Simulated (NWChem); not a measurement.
System: CH₄AlCl; SMILES [CH3][AlH][Cl]

Input file for NWChem:

```
start job
memory heap 200 mb stack 900 mb global 1100 mb
geometry units angstroms noautoz
  Al    -0.599324     0.464664    -0.000693
  H     -2.181650     0.451269    -0.000876
  Cl     0.327219    -1.450684     0.000586
  C      0.540761     2.051441    -0.001238
  H      1.199965     2.066217    -0.878558
  H      1.193829     2.070835     0.880638
  H     -0.047910     2.976172    -0.005565
end
basis spherical
  Al library aug-pcseg-1
  H library aug-pcseg-1
  Cl library aug-pcseg-1
  C library aug-pcseg-1
end
dft
  xc pbe0
  iterations 150
  mulliken
end
task dft energy
```

NWChem printed, in part:

```
             Northwest Computational Chemistry Package (NWChem) 7.3.0
             --------------------------------------------------------

 C1  symmetry detected

                             Geometry "geometry" -> ""
                             -------------------------

 Output coordinates in angstroms (scale by  1.889725989 to convert to a.u.)

  No.       Tag          Charge          X              Y              Z
 ---- ---------------- ---------- -------------- -------------- --------------
    1 Al                  13.0000    -0.60395466     0.46740732    -0.00002951
    2 H                    1.0000    -2.18460801     0.54136666     0.00019092
    3 Cl                  17.0000     0.21546161    -1.49616048    -0.00000497
    4 C                    6.0000     0.62197202     1.98884057    -0.00003018
    5 H                    1.0000     1.28078507     1.96768674    -0.87751323
    6 H                    1.0000     1.27531762     1.97168120     0.88168650
    7 H                    1.0000     0.08523645     2.94465491    -0.00371486

 Effective nuclear repulsion energy (a.u.)     124.5892803406

                                 NWChem DFT Module
                                 -----------------

 Summary of "ao basis" -> "ao basis" (spherical)
 ------------------------------------------------------------------------------
       Tag                 Description            Shells   Functions and Types
 ---------------- ------------------------------  ------  ---------------------
 Al                       aug-pcseg-1               11       27   5s4p2d
 H                        aug-pcseg-1                5        9   3s2p
 Cl                       aug-pcseg-1               11       27   5s4p2d
 C                        aug-pcseg-1                9       23   4s3p2d

            General Information
            -------------------
          SCF calculation type: DFT
          Wavefunction type:  closed shell.
          No. of atoms     :     7
          No. of electrons :    40
           Alpha electrons :    20
            Beta electrons :    20
          Charge           :     0
          Spin multiplicity:     1
          Use of symmetry is: off; symmetry adaption is: off
          Maximum number of iterations: 150
          AO basis - number of functions:   113
                     number of shells:    51
          Convergence on energy requested:  1.00D-06
          Convergence on density requested:  1.00D-05
          Convergence on gradient requested:  5.00D-04

              XC Information
              --------------
                         PBE0 Method XC Functional
                     Hartree-Fock (Exact) Exchange  0.250
          PerdewBurkeErnzerhof Exchange Functional  0.750
            Perdew 1991 LDA Correlation Functional  1.000 local
           PerdewBurkeErnz. Correlation Functional  1.000 non-local

             Grid Information
             ----------------
          Grid used for XC integration:  medium
          Radial quadrature: Mura-Knowles
          Angular quadrature: Lebedev.
          Tag              B.-S. Rad. Rad. Pts. Rad. Cut. Ang. Pts.
          ---              ---------- --------- --------- ---------
          Al                  1.25       88          15.0       590
          H                   0.35       45          16.0       434
          Cl                  1.00       88          16.0       590
          C                   0.70       49          14.0       434
          Grid pruning is: on
          Number of quadrature shells:   405
          Spatial weights used:  Erf1

      Superposition of Atomic Density Guess
      -------------------------------------

 Sum of atomic energies:        -740.93290512

      Non-variational initial energy
      ------------------------------

 Total energy =    -741.842884
 1-e energy   =   -1271.498493
 2-e energy   =     405.066328
 HOMO         =      -0.350683
 LUMO         =      -0.002282

     ---------------------------------------------
      Total Density - Mulliken Population Analysis
     ---------------------------------------------

    Atom       Charge   Shell Charges
 -----------   ------   -------------------------------------------------------
    1 Al  13    11.59   2.00  2.00  0.76 -0.05 -0.03  5.99  0.86 -0.03  0.01  0.10 -0.02
    2 H    1     1.22   0.72  0.46  0.02  0.00  0.02
    3 Cl  17    17.66   2.00  2.00  1.22  0.74 -0.05  6.00  3.98  1.71  0.05  0.01  0.01
    4 C    6     7.62   2.00  0.79  0.57  0.22  2.19  1.75  0.07  0.01  0.02
    5 H    1     0.64   0.67 -0.10 -0.01  0.02  0.06
    6 H    1     0.64   0.67 -0.10 -0.01  0.02  0.06
    7 H    1     0.63   0.67 -0.11 -0.02  0.02  0.05

   convergence    iter        energy       DeltaE   RMS-Dens  Diis-err
 ---------------- ----- ----------------- --------- --------- ---------
 d= 0,ls=0.0,diis     1   -742.8261324622 -8.67D+02  9.08D-03  2.55D-01
 d= 0,ls=0.0,diis     2   -742.8388451579 -1.27D-02  4.21D-03  1.25D-01
 d= 0,ls=0.0,diis     3   -742.8571403947 -1.83D-02  9.26D-04  1.14D-02
 d= 0,ls=0.0,diis     4   -742.8588799886 -1.74D-03  1.42D-04  5.97D-05
 d= 0,ls=0.0,diis     5   -742.8588875494 -7.56D-06  3.78D-05  2.03D-05
  Resetting Diis
 d= 0,ls=0.0,diis     6   -742.8588903975 -2.85D-06  1.03D-05  6.60D-07
 d= 0,ls=0.0,diis     7   -742.8588904922 -9.47D-08  3.50D-06  3.61D-08

         Total DFT energy =     -742.858890492160
      One electron energy =    -1274.579777738345
           Coulomb energy =      460.653001346680
    Exchange-Corr. energy =      -53.521394441136
 Nuclear repulsion energy =      124.589280340642

 Numeric. integr. density =       40.000007149829

                       DFT Final Molecular Orbital Analysis
                       ------------------------------------

[...]
```

Level: PBE0/aug-pcseg-1. All runs use the structure optimised with B3LYP/6-31G* (spherical d).
